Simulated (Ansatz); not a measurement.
Computed with Ansatz on PBE0-D4/def2-TZVP structures; ΔE is electronic, products minus reactants. CCSD(T)/CBS is the MP2 limit (def2-TZVPP, def2-QZVPP) plus CCSD(T) − MP2 in def2-TZVPP, frozen cores. This one scheme is used for every species. Functionals use def2-TZVPP. One conformer a species, not always the lowest.

`F[SiH2]C1C=NC1` + `N[SiH](F)F` → `F[SiH2]N[SiH](F)F` + `C1=NCC1`  (ligand exchange at the Si–C bond)

CCSD(T)/CBS gives -72.7 kJ/mol.

Problem. Another level gave -75.1 kJ/mol. Which?
A. PBE/def2-TZVPP
B. SCS-MP2/def2-TZVPP
C. HF/def2-TZVPP
D. r2SCAN/def2-TZVPP

Solution. B. SCS-MP2/def2-TZVPP -75.1, PBE -65.1, r2SCAN -70.4, HF/def2-TZVPP -85.4 kJ/mol.

Largest T1 diagnostic among the species: 0.012.

From PBE to PBE0 (25 % exact exchange), in def2-TZVPP and without D4, ΔE moves by −3.4 kJ/mol. In def2-TZVPP, CCSD(T) changes the Hartree–Fock value by +11.5 kJ/mol (the triples alone add +1.9 kJ/mol) and MP2 by +13.4 kJ/mol.
